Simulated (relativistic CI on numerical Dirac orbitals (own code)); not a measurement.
**Ru4+: 4d valence photoemission**

Computed with this model: Dirac-Coulomb-Breit CI, KLI orbitals optimised for each configuration, model QED, valence Slater integrals scaled by 0.7, multiplet model of photoemission in the sudden approximation; configurations [Kr] 4d4 → [Kr] 4d3; 80 K; Lorentzian 0.42 eV and Gaussian 0.5 eV FWHM. Energies are those of the free ion, without screening or charge transfer. The energies are binding energies and can lie tens of eV above those of solids. S is read from ⟨S²⟩ = S(S + 1).

Field parameters in Wybourne normalisation: D3d B²₀ = −7Dσ, B⁴₀ = −14Dq − 21Dτ, B⁴₃ = −14√(10/7) Dq. The field is a parameter set, without covalency.

free ion: ground-state S = 1.96, centroid 59.44 eV. Peaks (eV, height): 59.0 (100), 60.4 (40).

D3d, 10Dq = 24050, Dσ = -1200, Dτ = 190 cm⁻¹: ground-state S = 1.03, centroid 59.73 eV. Peaks (eV, height): 58.4 (74), 60.1 (100), 61.0 (33).

D3d, 10Dq = 24050, Dσ = 720, Dτ = 190 cm⁻¹: ground-state S = 1.02, centroid 59.75 eV. Peaks (eV, height): 58.5 (69), 60.1 (100), 61.2 (21).

D3d, 10Dq = 24050, Dσ = 1200, Dτ = 190 cm⁻¹: ground-state S = 1.01, centroid 59.77 eV. Peaks (eV, height): 58.6 (70), 60.1 (100), 61.4 (16).

Strongest unbroadened transitions for D3d, 10Dq = 24050, Dσ = 1200, Dτ = 190 cm⁻¹:

| Energy (eV) | Relative strength |
| --- | --- |
| 58.56 | 0.9 |
| 58.59 | 10.3 |
| 58.60 | 100.0 |
| 59.96 | 0.6 |
| 59.99 | 83.0 |
| 60.16 | 43.4 |
| 60.34 | 51.4 |
| 60.38 | 1.3 |
| 60.40 | 4.3 |
| 61.30 | 1.5 |
| 61.46 | 7.1 |
| 61.48 | 1.6 |
| 61.54 | 3.3 |
| 61.58 | 3.9 |
| 61.77 | 0.8 |
| 64.04 | 0.7 |
| 64.58 | 0.7 |
| 64.63 | 0.8 |
